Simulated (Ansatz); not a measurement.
Ideal-gas functions of `[NH2][Zn][AlH][F]` at 298.15 K and 1 bar, from an Ansatz frequency run at PBE0-D4/def2-TZVP.

Molar mass 128.4 g/mol, point group C1 (symmetry number 1), electronic degeneracy 1, moments of inertia 26.223, 361.027, 387.126 u Å². Harmonic wavenumbers (cm⁻¹, unscaled): 80, 92, 94, 159, 168, 300, 425, 625, 651, 672, 815, 1550, 1906, 3593, 3692.

Use S(trans) = R[1.5 ln M + 2.5 ln T − 1.1517]; rotational temperatures θ = 24.2544 K / I; S(rot) = R[ln(√π/σ · √(T³/θAθBθC)) + 1.5]; for each mode x = 1.438777 ν̃/T, S = R[x/(eˣ − 1) − ln(1 − e⁻ˣ)] and H = RT x/(eˣ − 1); 1 cm⁻¹ = 0.0119627 kJ/mol; R = 8.31446 J/(mol·K).

By hand: the entropy, in J/(mol·K).

Translation 169.4. Rotation: θ = 0.9249, 0.0672, 0.0627 K, giving 111.4. Vibration, mode by mode: 16.28, 15.13, 14.96, 10.72, 10.28, 5.93, 3.66, 1.71, 1.55, 1.43, 0.82, 0.04, 0.01, 0.00, 0.00, in all 82.5. Electronic 0.0. Sum 363.3 J/(mol·K).

By hand: H − E and G − E in kJ/mol, counted from the electronic energy.

Zero-point energy ½ × 14822 × 0.0119627 = 88.7; thermal vibration 12.3; translation, rotation and pV give 4 RT = 9.9. H − E = 110.9 kJ/mol, and G − E = 110.9 − 298.15 × 363.3/1000 = 2.6 kJ/mol.

Vibration gives 23 % of the entropy, 46.4 J/(mol·K) of it from the modes under 150 cm⁻¹: soft modes count most, and the harmonic formula is weakest for them. The sum counts one conformer and one mirror image; others add a mixing term.
